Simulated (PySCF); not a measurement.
**Structure from NMR data**

Molecular formula: C₅H₈F₃N. Simulated spectra:

$^{1}$H NMR (400 MHz, computed): δ 1.43 (s, 6H), 1.06 (br s, 2H).

$^{13}$C{$^{1}$H} NMR (computed): δ 167.1 (C), 144.3 (C), 53.8 (C), 30.9 (CH3, 2C).

Rapidly exchanging positions averaged, non-relativistic, isolated molecule, single conformer. PBE0/pcSseg-1 with gauge-including orbitals; geometry from GFN2-xTB; PySCF.

δ = σ(ref) − σ, references computed at the same level: $^{1}$H (31.72 ppm) and $^{13}$C (186.93 ppm) against TMS.

**Question.** What is the structure?

**Answer.** 
1. Rings plus π bonds: 1 (no ring in the answer).
2. 4 carbon signals for 5 carbons: some carbons are equivalent by symmetry or fast rotation.
3. Carbon types of the structure: 3 × C, 2 × CH3, leaving 2 H on heteroatoms.
4. δC 167.1, 144.3: fully substituted alkene carbon.
5. δC 53.8: allylic fully substituted sp3 carbon bonded to N; deshielded by the electronegative neighbour.
6. δC 30.9: methyl carbon; aliphatic region, no heteroatom directly attached.
7. δH 1.43: hydrogen on a methyl carbon.
8. δH 1.06: hydrogen on an amine nitrogen; exchangeable, gas-phase position.

These data were computed for `CC(C)(N)C(F)=C(F)F`.

The shifts were computed for this structure.

OH and NH positions are those of a molecule without intermolecular hydrogen bonds; in solution they move with solvent, concentration and temperature, and exchange usually removes their couplings. Splittings by $^{19}$F in the carbon and heteronuclear signals aren't shown, as no couplings were computed. Shifts are as computed. Against solution values, carbons near 30 ppm lie about +3 ppm off and those near 130 ppm about +5 ppm. Of 1211 compounds with measured shifts, 218 miss one by over three times the rms of a fit or turn the order of signals round; such compounds aren't used in these exercises.
